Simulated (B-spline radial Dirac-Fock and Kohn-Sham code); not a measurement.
## How the settings move the core levels of Zn

ΔSCF core binding energies without Breit or QED terms, calculated with a radial B-spline solver. Keys: rel is the Hamiltonian (dirac, or spin-free x2c and nr, where L3 and M5 stand for the whole 2p and 3d shells), method is hf or an exchange,correlation pair (spin-unpolarised, also for the hole states), nuc the nuclear model, radius_factor scales its radius, rmax is the box in bohr, h the logarithmic mesh step, order the B-spline order, points the quadrature points per cell, c_factor scales the speed of light, and damp, ndamp, maxit and tol steer the iteration. The run stops when the commutator error falls below 10·tol·max(1, Z/10), or the numerical noise floor, and the energy has settled to about 1e-8 Ha; the virial ratio is −V/T.

Base input:

```json
{"items": [{"Z": 30, "q": 0, "cfg": [[1, 0, 2], [2, 0, 2], [2, 1, 6], [3, 0, 2], [3, 1, 6], [3, 2, 10], [4, 0, 2]], "A": 64, "rrms": 3.9283, "do": "settings", "holes": ["K", "L3", "M5"],
  "settings": [{"rel": "dirac", "method": "hf", "nuc": "fermi", "radius_factor": 1.0, "rmax": 45.0, "h": 0.3, "order": 8, "points": 10, "c_factor": 1.0, "maxit": 60, "damp": 0.5, "ndamp": 3, "tol": 1e-08}]}]}
```

The ground state converged in 10 iterations, with total energy -1794.61291 Ha, virial ratio 1.98123 and highest orbital energy -8.13 eV. ΔSCF binding energies: K (1s) 9684.7 eV, L3 (2p3/2) 1029.4 eV, M5 (3d5/2) 14.54 eV.

Changes from the base run:

| changed setting | Δ total energy (Ha) | Δ K (eV) | Δ L3 (eV) | Δ M5 (eV) | iterations |
| --- | --- | --- | --- | --- | --- |
| nuc = "sphere" | +0.00001 | 0.00 | 0.00 | 0.00 | 10 |
| radius_factor = 2.0; c_factor = 0.9; tol = 1e-06 | -4.02395 | +28.70 | -0.53 | -0.16 | 8 |
| rel = "nr" | ? | ? | ? | ? | ? |
| damp = 0.2 | 0.00000 | 0.00 | 0.00 | 0.00 | 11 |
| method = "lda,vwn"; c_factor = 0.9; damp = 0.2 | -2.83955 | +28.69 | -3.38 | +3.36 | 13 |
| rmax = 30.0 | 0.00000 | 0.00 | 0.00 | 0.00 | 10 |
| order = 6 | +0.00003 | 0.00 | 0.00 | 0.00 | 10 |
| h = 0.4 | +0.00025 | 0.00 | 0.00 | 0.00 | 10 |
| rmax = 80.0 | 0.00000 | 0.00 | 0.00 | 0.00 | 10 |
| method = "wc,pbe" | -1.00290 | +16.06 | -2.28 | +3.25 | 11 |
| method = "wc,pbe"; nuc = "sphere"; damp = 0.0 | -1.00290 | +16.06 | -2.28 | +3.25 | 13 |
| tol = 0.0001 | 0.00000 | 0.00 | 0.00 | 0.00 | 8 |
| method = "wc,pbe"; nuc = "sphere"; rmax = 80.0 | -1.00290 | +16.06 | -2.28 | +3.25 | 11 |
|  | 0.00000 | 0.00 | 0.00 | 0.00 | 10 |
| nuc = "sphere" | +0.00001 | 0.00 | 0.00 | 0.00 | 10 |

Task: What does the change rel = "nr" do?

Result: The total energy moves by +16.76479 Ha and the binding energies by K -120.01 eV, L3 +2.17 eV, M5 +0.70 eV; the run takes 10 iterations.
